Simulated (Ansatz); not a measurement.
Li₅Si. Charge 0, multiplicity 2. Geometry PBE-D4/def2-TZVP, basis def2-TZVP, Ansatz.

```xyz
6

Li    1.108   -0.080    2.092
Li    2.076   -0.309   -1.099
Li   -1.109   -0.411   -2.051
Li   -0.013    1.715   -0.130
Li   -2.069   -0.173    1.133
Si    0.008   -0.741    0.055
```

```csv
run,HOMO (eV),LUMO (eV)
A,-2.85,-1.59
B,-3.26,-0.96
C,-2.51,-2.10
D,-2.56,-1.73
E,-2.22,-2.06
```

The structure comes from a short search, and lower isomers may exist.

HOMO and LUMO are taken over both spins.

Question: The runs used B97M-V, CAM-B3LYP, PBE, PBE0, r2SCAN. Estimate which is which.

Answer: A PBE0 (25 % exact exchange); B CAM-B3LYP (range-separated); C PBE (0 % exact exchange); D r2SCAN (0 % exact exchange); E B97M-V (0 % exact exchange). Exact exchange lowers occupied and raises empty levels; among semilocal functionals meta-GGAs tend to open the gap a little, and such runs are hard to tell apart. The gap grows from 0.16 eV (B97M-V) to 2.31 eV (CAM-B3LYP).
